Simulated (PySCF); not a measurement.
# Computed records: B2H3NO, CH5BOSi, B2FH2O, AlB2H4O and others

Computed with PySCF 2.14.0. Calculation on a computer-drawn molecule: the log of a Hartree-Fock and frozen-core CCSD(T) single point meant for a local Hartree-Fock minimum, with one planted fault or none, to be diagnosed. Offsets are logged minus clean, where the clean run is the same molecule without the fault. The reference is restricted for singlets and unrestricted otherwise, and also for a bond in bohr or an excited solution. Adding or removing an electron swaps singlet and doublet. The excited solution moves the top pair (singlet) or top alpha electron (doublet) to the lowest empty orbital. Highest occupied and lowest empty are orbital energies over both spins, largest force is the largest gradient component, triples share is (T) over the correlation energy, the T1 limit is 0.02 restricted and 0.045 unrestricted, electrons count all cores, a negative frequency is imaginary (commonest isotopes), and the dipole is about the centre of nuclear charge.

Common to all runs: logged SCF converged yes; logged CC converged yes; logged SCF stable within its kind yes; possible faults no fault, one electron removed, one electron added, multiplicity raised by two, geometry at a saddle point, SCF held on an excited solution, minimal basis STO-3G, one bond length entered in bohr, all coordinates scaled.

(1) B2H3NO

Logged structure:
```xyz
7
B2H3NO
B     -1.2888    -0.6180    -2.1707
O     -0.4907     0.2102    -1.4384
B     -0.0239     0.0652    -0.1991
N      0.4210    -0.0400     0.9401
H     -1.5765    -0.2614    -3.2746
H     -1.6705    -1.6532    -1.7015
H      0.7749    -0.1263     1.8531
```

- meant charge: 0
- meant multiplicity: 1
- meant basis: cc-pVDZ
- logged electrons: 28
- logged basis functions: 71
- logged spin squared: 0
- logged highest occupied: -11.167 eV
- logged lowest empty: 2.6975 eV
- logged largest force: 4.259e-05 hartree/bohr
- logged lowest frequency: 179.35 cm⁻¹
- logged T1 diagnostic: 0.016429
- logged D1 diagnostic: 0.047094
- logged triples share: 0.029397
- logged dipole magnitude: 0.63699 debye
- logged energy HF: -180.51483 hartree
- logged energy CCSD(T): -181.0577 hartree
- planted fault: no fault
- HF energy offset from clean run: 0 kcal/mol
- CCSD(T) energy offset from clean run: 0 kcal/mol

Drawn bonds:
```tsv
atom	other atom	order
1	2	1
2	3	1
3	4	2
1	5	1
1	6	1
4	7	1
```

(2) CH5BOSi

Logged structure:
```xyz
9
CH5BOSi
B     -2.2100     1.8079    -0.5060
O     -1.3640     1.3289     0.4130
C     -1.7700     0.7344     1.6291
Si    -1.5666    -1.1707     1.7936
H     -1.7366     2.2736    -1.5048
H     -3.4020     1.7689    -0.3249
H     -2.8382     0.9266     1.8221
H     -1.2323     1.2350     2.4397
H     -1.5267    -1.4615     0.3095
```

- meant charge: 0
- meant multiplicity: 1
- meant basis: cc-pV(D+d)Z
- logged electrons: 38
- logged basis functions: 90
- logged spin squared: 2.005
- logged highest occupied: -8.1648 eV
- logged lowest empty: 0.12442 eV
- logged largest force: 0.039431 hartree/bohr
- logged T1 diagnostic: 0.018232
- logged D1 diagnostic: 0.078014
- logged triples share: 0.028414
- logged dipole magnitude: 2.1674 debye
- logged energy HF: -429.19376 hartree
- logged energy CCSD(T): -429.73175 hartree
- planted fault: multiplicity raised by two
- HF energy offset from clean run: 16.25 kcal/mol
- CCSD(T) energy offset from clean run: 29.59 kcal/mol

Drawn bonds:
```tsv
atom	other atom	order
1	2	1
2	3	1
3	4	1
1	5	1
1	6	1
3	7	1
3	8	1
4	9	1
```

(3) B2FH2O

Logged structure:
```xyz
6
B2FH2O
B     -0.5805    -1.0229     0.9414
O     -2.0384    -1.1656     1.0284
B     -3.2498    -1.2845     1.1009
F     -4.4816    -1.4054     1.1745
H      0.0159    -1.9903     1.2566
H     -0.2237     0.0377     0.5693
```

- meant charge: 1
- meant multiplicity: 1
- meant basis: cc-pVDZ
- logged electrons: 28
- logged basis functions: 66
- logged spin squared: 2.0192
- logged highest occupied: -13.585 eV
- logged lowest empty: -8.9807 eV
- logged largest force: 0.086184 hartree/bohr
- logged T1 diagnostic: 0.020011
- logged D1 diagnostic: 0.068404
- logged triples share: 0.025867
- logged dipole magnitude: 2.4207 debye
- logged energy HF: -224.44512 hartree
- logged energy CCSD(T): -224.98416 hartree
- planted fault: multiplicity raised by two
- HF energy offset from clean run: 136.1 kcal/mol
- CCSD(T) energy offset from clean run: 134.5 kcal/mol

Drawn bonds:
```tsv
atom	other atom	order
1	2	1
2	3	1
3	4	1
1	5	1
1	6	1
```

(4) AlB2H4O

Logged structure:
```xyz
8
AlB2H4O
B     -1.9003     1.8104     0.8099
O     -0.5190     1.6702     0.4430
B      0.6658     1.5493     0.1283
Al     2.8208     1.3286    -0.4436
H     -2.4382     0.8118     1.1436
H     -2.3344     2.9075     0.7344
H      2.9692     1.0251    -1.9594
H      3.7487     1.5216     0.7866
```

- meant charge: 1
- meant multiplicity: 1
- meant basis: cc-pV(D+d)Z
- logged electrons: 35
- logged basis functions: 85
- logged spin squared: 0.7582
- logged highest occupied: -5.4044 eV
- logged lowest empty: 1.0895 eV
- logged largest force: 0.091204 hartree/bohr
- logged T1 diagnostic: 0.015608
- logged D1 diagnostic: 0.039228
- logged triples share: 0.027109
- logged dipole magnitude: 5.1291 debye
- logged energy HF: -368.46387 hartree
- logged energy CCSD(T): -368.91021 hartree
- planted fault: one electron added
- HF energy offset from clean run: -112.7 kcal/mol
- CCSD(T) energy offset from clean run: -123.1 kcal/mol

Drawn bonds:
```tsv
atom	other atom	order
1	2	1
2	3	1
3	4	1
1	5	1
1	6	1
4	7	1
4	8	1
```

(5) B2H5O

Logged structure:
```xyz
8
B2H5O
B     -2.0219    -0.4478    -1.2454
O     -1.9787     0.2919    -2.3182
B     -1.8051    -0.1484    -3.7812
H     -1.9239    -1.6643    -1.2615
H     -2.1681     0.0844    -0.1486
H     -1.7014    -1.3853    -3.8467
H     -0.7808     0.3936    -4.2304
H     -2.7989     0.2345    -4.4220
```

* meant charge: -1
* meant multiplicity: 1
* meant basis: aug-cc-pVDZ
* logged electrons: 23
* logged basis functions: 114
* logged spin squared: 0.7792
* logged highest occupied: -11.283 eV
* logged lowest empty: -1.8993 eV
* logged largest force: 0.075432 hartree/bohr
* logged T1 diagnostic: 0.073604
* logged D1 diagnostic: 0.40915
* logged triples share: 0.032798
* logged dipole magnitude: 3.5584 debye
* logged energy HF: -127.06071 hartree
* logged energy CCSD(T): -127.50598 hartree
* planted fault: one electron removed
* HF energy offset from clean run: 92.61 kcal/mol
* CCSD(T) energy offset from clean run: 107.8 kcal/mol

Drawn bonds:
```tsv
atom	other atom	order
1	2	1
2	3	1
1	4	1
1	5	1
3	6	1
3	7	1
3	8	1
```

Notes: T1 above single-reference limit.

(6) CH5BNO

Logged structure:
```xyz
9
CH5BNO
B     -2.8501    -1.4437     0.1652
O     -1.5175    -1.5574     0.0251
C     -0.6630    -0.4944    -0.1532
N     -0.7147     0.5038     0.8314
H     -3.3918    -0.3691     0.1322
H     -3.4734    -2.4562     0.3130
H      0.3335    -0.8349    -0.4074
H     -1.5881     1.0016     0.8322
H      0.0275     1.1678     0.7066
```

* meant charge: 0
* meant multiplicity: 2
* meant basis: cc-pVDZ
* logged electrons: 31
* logged basis functions: 81
* logged spin squared: 3.7776
* logged highest occupied: -5.7542 eV
* logged lowest empty: -2.5395 eV
* logged largest force: 0.035447 hartree/bohr
* logged T1 diagnostic: 0.029809
* logged D1 diagnostic: 0.17247
* logged triples share: 0.029386
* logged dipole magnitude: 2.2136 debye
* logged energy HF: -194.53072 hartree
* logged energy CCSD(T): -195.14478 hartree
* planted fault: multiplicity raised by two
* HF energy offset from clean run: 148.3 kcal/mol
* CCSD(T) energy offset from clean run: 146.5 kcal/mol

Drawn bonds:
```tsv
atom	other atom	order
1	2	1
2	3	1
3	4	1
1	5	1
1	6	1
3	7	1
4	8	1
4	9	1
```

(7) BH6NOSi

Logged structure:
```xyz
10
BH6NOSi
B     -2.9604    -1.3745    -0.3695
O     -1.9131    -1.6365     0.5222
Si    -0.5556    -2.7145     0.6428
N     -0.3466    -3.8542    -0.7040
H     -3.0792    -2.0327    -1.4346
H     -3.7782    -0.4692    -0.0840
H     -0.7752    -3.5200     1.9290
H      0.6854    -1.8166     0.7142
H     -0.0121    -3.5203    -1.6358
H     -0.9944    -4.6660    -0.8188
```

- meant charge: 0
- meant multiplicity: 1
- meant basis: cc-pV(D+d)Z
- logged electrons: 40
- logged basis functions: 95
- logged spin squared: 0
- logged highest occupied: -11.227 eV
- logged lowest empty: 3.2413 eV
- logged largest force: 0.032243 hartree/bohr
- logged T1 diagnostic: 0.014969
- logged D1 diagnostic: 0.05245
- logged triples share: 0.025151
- logged dipole magnitude: 1.8388 debye
- logged energy HF: -446.52577 hartree
- logged energy CCSD(T): -447.13215 hartree
- planted fault: all coordinates scaled, by +4.2 %
- HF energy offset from clean run: 10.18 kcal/mol
- CCSD(T) energy offset from clean run: 4.783 kcal/mol

Drawn bonds:
```tsv
atom	other atom	order
1	2	1
2	3	1
3	4	1
1	5	1
1	6	1
3	7	1
3	8	1
4	9	1
4	10	1
```

(8) BH5OSi

Logged structure:
```xyz
8
BH5OSi
B      0.8246     0.2435     0.9052
O      1.4031     0.3501    -0.3082
Si     2.8024     1.0137    -0.9095
H     -0.2318    -0.3218     0.9878
H      1.3623     0.7079     1.8796
H      3.5863    -0.0602    -1.5469
H      3.5814     1.6315     0.1838
H      2.4375     2.0327    -1.9109
```

* meant charge: 0
* meant multiplicity: 1
* meant basis: cc-pV(D+d)Z
* logged electrons: 32
* logged basis functions: 76
* logged spin squared: 0
* logged highest occupied: -12 eV
* logged lowest empty: 3.2782 eV
* logged largest force: 3.336e-05 hartree/bohr
* logged lowest frequency: 73.938 cm⁻¹
* logged T1 diagnostic: 0.013888
* logged D1 diagnostic: 0.045526
* logged triples share: 0.022169
* logged dipole magnitude: 1.0065 debye
* logged energy HF: -391.46657 hartree
* logged energy CCSD(T): -391.88816 hartree
* planted fault: no fault
* HF energy offset from clean run: 0 kcal/mol
* CCSD(T) energy offset from clean run: 0 kcal/mol

Drawn bonds:
```tsv
atom	other atom	order
1	2	1
2	3	1
1	4	1
1	5	1
3	6	1
3	7	1
3	8	1
```

(9) BH5OSi

Structure as in entry 8.

* meant charge: 0
* meant multiplicity: 1
* meant basis: cc-pV(D+d)Z
* logged electrons: 32
* logged basis functions: 76
* logged spin squared: 2.0215
* logged highest occupied: -5.9119 eV
* logged lowest empty: -2.3372 eV
* logged largest force: 0.037535 hartree/bohr
* logged T1 diagnostic: 0.021409
* logged D1 diagnostic: 0.10213
* logged triples share: 0.026521
* logged dipole magnitude: 1.1313 debye
* logged energy HF: -391.24542 hartree
* logged energy CCSD(T): -391.67289 hartree
* planted fault: multiplicity raised by two
* HF energy offset from clean run: 138.8 kcal/mol
* CCSD(T) energy offset from clean run: 135.1 kcal/mol

Drawn bonds:
```tsv
atom	other atom	order
1	2	1
2	3	1
1	4	1
1	5	1
3	6	1
3	7	1
3	8	1
```

(10) BH4O2Si

Logged structure:
```xyz
8
BH4O2Si
B     -2.5112    -0.1597     1.1718
O     -1.6632    -0.5071     0.1811
Si    -0.0787    -1.0068     0.0766
O      0.6319    -0.2829    -1.2132
H     -2.1318    -0.1189     2.3153
H     -3.6453     0.1114     0.8844
H     -0.0530    -2.4560    -0.2059
H      0.6394     0.6605    -1.2788
```

- meant charge: 0
- meant multiplicity: 2
- meant basis: cc-pV(D+d)Z
- logged electrons: 39
- logged basis functions: 85
- logged spin squared: 3.7759
- logged highest occupied: -5.9932 eV
- logged lowest empty: -2.3693 eV
- logged largest force: 0.036829 hartree/bohr
- logged T1 diagnostic: 0.019876
- logged D1 diagnostic: 0.08512
- logged triples share: 0.026268
- logged dipole magnitude: 1.6053 debye
- logged energy HF: -465.54313 hartree
- logged energy CCSD(T): -466.12648 hartree
- planted fault: multiplicity raised by two
- HF energy offset from clean run: 137.4 kcal/mol
- CCSD(T) energy offset from clean run: 134.5 kcal/mol

Drawn bonds:
```tsv
atom	other atom	order
1	2	1
2	3	1
3	4	1
1	5	1
1	6	1
3	7	1
4	8	1
```
